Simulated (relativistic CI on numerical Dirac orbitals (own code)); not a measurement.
## Electric-dipole lines of Sm XIX

Method of calculation: Dirac-Coulomb-Breit CI, orbitals from a KLI potential per configuration, QED by a radiative potential, unscaled Slater integrals (own radial code, finite nucleus).

Configuration list (outside the closed core [Ar] 3d10): 4s2 4p6 4d8, 4s2 4p5 4d9, 4s2 4p6 4d7 4f, 4s 4p6 4d9, 4s2 4p5 4d8 4f, 4s2 4p6 4d7 5s, 4s2 4p6 4d7 5p, 4s 4p6 4d8 4f, 4s2 4p6 4d6 4f 5s, 4s2 4p6 4d7 5d, 4s2 4p6 4d6 5s 5p, 4s2 4p5 4d8 5s, 4s2 4p6 4d7 5f, 4s2 4p6 4d7 6s, 4s2 4p6 4d7 6p, 4s2 4p6 4d7 6d, 4s2 4p5 4d8 5d, 4s2 4p6 4d7 6f, 4s 4p6 4d7 4f 5s, 4s2 4p6 4d7 7p, 4s 4p6 4d8 5p, 4p6 4d9 4f, 4s2 4p6 4d7 7f, 4s 4p6 4d7 5s 5p, 4s2 4p5 4d8 6s, 4p6 4d10, 4p5 4d10 4f, 4s2 4p6 4d6 5s2, 4s2 4p6 4d5 4f 5s2, 4s2 4p5 4d6 4f 5s2, 4s2 4p6 4d5 5s2 5p. Double excitations out of closed p, d and f shells are left out; levels of such configurations are missing from the list, as are those of other unlisted configurations, and high levels can miss mixing partners. These lack a partner that the ground configuration has and come out too high: 4s2 4p5 4d8 5s, 4s2 4p5 4d8 5d, 4s2 4p5 4d8 6s.

```
λ vac (nm)                 Lower                       Upper   A (s⁻¹)        gf  Branching (%)
    5.8286  4s2 4p6 4d8 3F_4 [1]  4s2 4p6 4d7 5p 3D°_3 [297]  2.85e+11  1.01e+00           79.7
    5.8895  4s2 4p6 4d8 1G_4 [7]  4s2 4p6 4d7 5p 1G°_4 [336]  4.05e+11  1.89e+00           94.9
    5.8998  4s2 4p6 4d8 3F_4 [1]  4s2 4p6 4d7 5p 3F°_4 [288]  3.64e+11  1.71e+00           96.0
    5.9170  4s2 4p6 4d8 3F_4 [1]  4s2 4p6 4d7 5p 3G°_5 [285]  3.08e+11  1.78e+00           97.0
    5.9586  4s2 4p6 4d8 1D_2 [2]  4s2 4p6 4d7 5p 3D°_3 [289]  2.22e+11  8.27e-01           86.5
    6.6603  4s2 4p6 4d8 1D_2 [8]  4s2 4p6 4d7 4f 1P°_1 [265]  8.06e+11  1.61e+00           20.7
    6.7290  4s2 4p6 4d8 3F_3 [3]  4s2 4p6 4d7 4f 1F°_3 [255]  3.89e+11  1.85e+00           10.2
    6.7705  4s2 4p6 4d8 3F_3 [3]  4s2 4p6 4d7 4f 3D°_2 [252]  3.83e+11  1.31e+00           10.2
    6.8234  4s2 4p6 4d8 3P_2 [5]  4s2 4p6 4d7 4f 1F°_3 [255]  2.27e+11  1.11e+00            6.0
    6.8483  4s2 4p6 4d8 3P_1 [6]  4s2 4p6 4d7 4f 1D°_2 [260]  2.99e+11  1.05e+00            8.1
    6.8662  4s2 4p6 4d8 3P_2 [5]  4s2 4p6 4d7 4f 3D°_2 [252]  9.76e+11  3.45e+00           25.9
    6.8840  4s2 4p6 4d8 3P_2 [5]  4s2 4p6 4d7 4f 1F°_3 [250]  2.02e+11  1.00e+00            5.7
    6.9039  4s2 4p6 4d8 1G_4 [7]  4s2 4p6 4d7 4f 1F°_3 [255]  2.26e+12  1.13e+01           59.3
    6.9257  4s2 4p6 4d8 3P_1 [6]  4s2 4p6 4d7 4f 3D°_2 [252]  1.93e+12  6.95e+00           51.4
    6.9659  4s2 4p6 4d8 1G_4 [7]  4s2 4p6 4d7 4f 1F°_3 [250]  6.92e+11  3.52e+00           19.5
    6.9778  4s2 4p6 4d8 1D_2 [8]  4s2 4p6 4d7 4f 1D°_2 [260]  3.14e+12  1.15e+01           85.1
    6.9951  4s2 4p6 4d8 1S_0 [9]  4s2 4p6 4d7 4f 1P°_1 [265]  3.01e+12  6.63e+00           77.3
    7.0001  4s2 4p6 4d8 1G_4 [7]  4s2 4p6 4d7 4f 1H°_5 [247]  3.60e+12  2.91e+01          100.0
    7.0113  4s2 4p6 4d8 3P_2 [5]  4s2 4p6 4d7 4f 3D°_1 [239]  5.87e+11  1.30e+00           16.4
    7.0129  4s2 4p6 4d8 1D_2 [8]  4s2 4p6 4d7 4f 1F°_3 [255]  9.05e+11  4.67e+00           23.8
    7.0175  4s2 4p6 4d8 3F_4 [1]  4s2 4p6 4d7 4f 3G°_5 [213]  3.55e+12  2.89e+01          100.0
    7.0358  4s2 4p6 4d8 3F_3 [3]  4s2 4p6 4d7 4f 3G°_4 [227]  3.41e+12  2.28e+01           96.6
    7.0375  4s2 4p6 4d8 1D_2 [8]  4s2 4p6 4d7 4f 1P°_1 [254]  2.61e+12  5.80e+00           76.4
    7.0471  4s2 4p6 4d8 1D_2 [2]  4s2 4p6 4d7 4f 1F°_3 [218]  3.42e+12  1.78e+01           96.5
    7.0484  4s2 4p6 4d8 3P_2 [5]  4s2 4p6 4d7 4f 3D°_2 [237]  2.48e+12  9.23e+00           69.9
    7.0581  4s2 4p6 4d8 1D_2 [8]  4s2 4p6 4d7 4f 3D°_2 [252]  4.58e+11  1.71e+00           12.2
    7.0640  4s2 4p6 4d8 3P_2 [5]  4s2 4p6 4d7 4f 3D°_3 [234]  3.08e+12  1.62e+01           88.0
    7.0665  4s2 4p6 4d8 3P_1 [6]  4s2 4p6 4d7 4f 3P°_0 [240]  3.58e+12  2.68e+00          100.0
    7.0665  4s2 4p6 4d8 1D_2 [2]  4s2 4p6 4d7 4f 1D°_2 [217]  3.50e+12  1.31e+01           99.4
    7.0711  4s2 4p6 4d8 3F_3 [3]  4s2 4p6 4d7 4f 3F°_3 [223]  2.95e+12  1.55e+01           84.9
    7.0734  4s2 4p6 4d8 3P_1 [6]  4s2 4p6 4d7 4f 3D°_1 [239]  2.61e+12  5.88e+00           73.0
    7.0770  4s2 4p6 4d8 1D_2 [8]  4s2 4p6 4d7 4f 1F°_3 [250]  2.61e+12  1.37e+01           73.5
    7.0899  4s2 4p6 4d8 3P_0 [4]  4s2 4p6 4d7 4f 3P°_1 [232]  2.92e+12  6.59e+00           83.0
    7.0899  4s2 4p6 4d8 3F_4 [1]  4s2 4p6 4d7 4f 3F°_4 [208]  3.45e+12  2.34e+01           99.3
    7.1111  4s2 4p6 4d8 3P_1 [6]  4s2 4p6 4d7 4f 3D°_2 [237]  1.05e+12  3.97e+00           29.5
    7.1112  4s2 4p6 4d8 3F_4 [1]  4s2 4p6 4d7 4f 3D°_3 [207]  3.39e+12  1.80e+01           98.5
    7.1136  4s2 4p6 4d8 3F_3 [3]  4s2 4p6 4d7 4f 3D°_2 [219]  2.95e+12  1.12e+01           87.2
    7.1357  4s2 4p6 4d8 1G_4 [7]  4s2 4p6 4d7 4f 1G°_4 [236]  3.35e+12  2.30e+01           96.9
    7.1382  4s2 4p6 4d8 1D_2 [2]  4s2 4p6 4d7 4f 1P°_1 [210]  3.35e+12  7.67e+00           97.4
    7.1502  4s2 4p6 4d8 1G_4 [7]  4s2 4p6 4d7 4f 3D°_3 [234]  2.61e+11  1.40e+00            7.4
    7.1585  4s2 4p6 4d8 3P_2 [5]  4s2 4p6 4d7 4f 3S°_1 [226]  2.52e+12  5.80e+00           75.0
    7.2232  4s2 4p6 4d8 3P_1 [6]  4s2 4p6 4d7 4f 3S°_1 [226]  7.05e+11  1.65e+00           21.0
    7.2645  4s2 4p6 4d8 1G_4 [7]  4s2 4p6 4d7 4f 3F°_3 [223]  4.05e+11  2.24e+00           11.7
    7.2851  4s2 4p6 4d8 3P_1 [6]  4s2 4p6 4d7 4f 3D°_2 [219]  3.41e+11  1.35e+00           10.1
    7.4123  4s2 4p6 4d8 1S_0 [9]  4s2 4p6 4d7 4f 1P°_1 [254]  6.20e+11  1.53e+00           18.2
```

Terms are leading LS components. Brackets give the number of a level in order of energy, since labels repeat. The list gives strong lines, with weight on those to low levels, without lines whose two gauges differ by over a factor of 2.5, among the lowest 400 of 7886 levels, so that lines to higher ones, which can be the strongest, are missing. Levels whose partners in the same complex of configurations lie outside the list can be far off, and so can their lines. Rates are taken at the computed energies, electric ones in the length gauge.

At this charge energies of transitions that change n are usually good to better than 1 %, and those within a shell (Δn = 0) to a few per cent. Terms inside the open d or f shell come out 10 to 20 % too wide with unscaled integrals.

LS names give the leading component of a level, which can be under half, so a name can repeat, a term be missing and a line seem to break the LS rules.
